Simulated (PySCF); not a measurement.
**Nickel: a sound run and one with changed settings**

Sound run: Ni [Ar] 3d8 4s2, Ni⁺ [Ar] 3d9. All numbers are calculated (PySCF 2.14, scalar relativity by spin-free X2C-1e, in Sapporo-DKH3-DZP-2012). In the sound run the correlated levels freeze [Ar]. The sound run starts from symmetry-adapted Hartree-Fock orbitals and uses a fine grid where one is needed.

Changed run: basis STO-3G, all-electron and non-relativistic. This setting is unsound on purpose.

```tsv
species	method	sound run (hartree)	changed run (hartree)	converged
Ni	UHF	-1519.06272	-1489.73018	yes
Ni	LDA	-1517.75376	-1487.91561	yes
Ni	M06-L	-1520.45937	-1490.80063	yes
Ni	MP2	-1519.32764	-1489.77778	yes
Ni⁺	UHF	-1518.76182	-1488.44114	yes
Ni⁺	LDA	-1517.47577	-1486.64815	yes
Ni⁺	M06-L	-1520.16966	-1489.59306	yes
Ni⁺	MP2	-1519.07306	-1488.43990	yes
```

Ionisation energy of Ni:

| method | sound run (eV) | changed run (eV) |
| --- | --- | --- |
| UHF | 8.188 | 35.076 |
| LDA | 7.565 | 34.489 |
| M06-L | 7.883 | 32.860 |
| MP2 | 6.927 | 36.405 |
| SCS-MP2 | 7.158 | 36.656 |

A minimal basis cannot let orbitals breathe on ionisation and holds almost no correlation. The Hamiltonian changed with the basis, so the totals do not compare. A negative ionisation energy or a positive MP2 energy shows that the occupation asked for is not the lowest one in this basis.

For comparison, NIST gives 7.640 eV between the lowest levels.
